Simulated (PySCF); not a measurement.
Compound: C4H5FOSi.
Atom-mapped SMILES: `[OH:1][Si@@H:2]1[CH:3]=[CH:4][CH:5]=[C:6]1[F:7]` (hydrogens: H8 on O1; H9 on Si2; H10 on C3; H11 on C4; H12 on C5)

Method: PBE0-D3(BJ)/def2-SVP geometry optimisation, gas phase in PySCF; density fitting, grid level 1; the optimiser is geomeTRIC in internal coordinates, started from a GFN2-xTB structure with every atom displaced at random (about 0.01 Å).

Step 0: E = -16848.4912 eV
```
atom  x, y, z in Å  |  force x, y, z in eV/Å
O1      2.1602   -1.3392   -0.0408    0.819   0.448  -0.566
Si2     0.5912   -1.0334    0.3652   -0.547   1.066  -0.617
C3     -0.6690   -0.6593   -1.0132    1.471  -1.235   0.808
C4     -1.1719    0.5482   -0.8180   -1.584   0.569  -0.894
C5     -0.7407    1.3131    0.3181    0.510   0.810   0.903
C6      0.2045    0.7168    1.0469    0.953   0.011   1.369
F7      0.7582    1.2805    2.1481   -0.404  -0.319  -0.744
H8      2.6638   -0.7129   -0.5958   -0.531  -0.471   0.434
H9      0.2955   -2.1163    1.2928   -0.311  -0.364   0.342
H10    -0.9502   -1.2959   -1.8104   -0.468  -0.692  -1.046
H11    -1.9716    0.9692   -1.4478    0.202  -0.054  -0.038
H12    -1.1303    2.3008    0.5458   -0.113   0.233   0.050
```

Task: Estimate the geometry and energy of step 1. (The exact step hangs on the optimiser's Hessian estimate; all steps are aligned on step 0, rigid shifts and turns removed.)

Result: E = -16848.6506 eV, largest force 0.233 eV/Å
```
atom  x, y, z in Å  |  force x, y, z in eV/Å
O1      2.1682   -1.2833   -0.0643   -0.040   0.081   0.004
Si2     0.5939   -1.0050    0.4007   -0.171  -0.018  -0.132
C3     -0.6120   -0.7078   -1.0063    0.088  -0.021   0.033
C4     -1.1392    0.5224   -0.8234   -0.018  -0.093   0.132
C5     -0.7076    1.3108    0.3544    0.014   0.026  -0.078
C6      0.2189    0.7158    1.1243   -0.068  -0.022  -0.221
F7      0.7264    1.2805    2.2099    0.093  -0.002   0.147
H8      2.4632   -0.6939   -0.7681    0.077  -0.086   0.052
H9      0.2224   -2.0844    1.3507    0.080  -0.036  -0.007
H10    -0.8963   -1.3434   -1.8522    0.042   0.073   0.119
H11    -1.8839    0.9566   -1.4956   -0.066   0.051  -0.062
H12    -1.1143    2.3033    0.5607   -0.031   0.046   0.015
```

The energy changes by -0.1594 eV. The first-order estimate −F·Δx gives -0.3986 eV and the mean of the old and new forces, exact on a quadratic surface, -0.1734 eV. The step makes an angle of 75° with the force vector and moves no atom by more than 0.265 Å.

The cost below is that of the whole optimisation. On one thread, Arm Neoverse N1 (aarch64), on a shared host, this took 78 s wall and 0.55 GiB of memory at its peak.
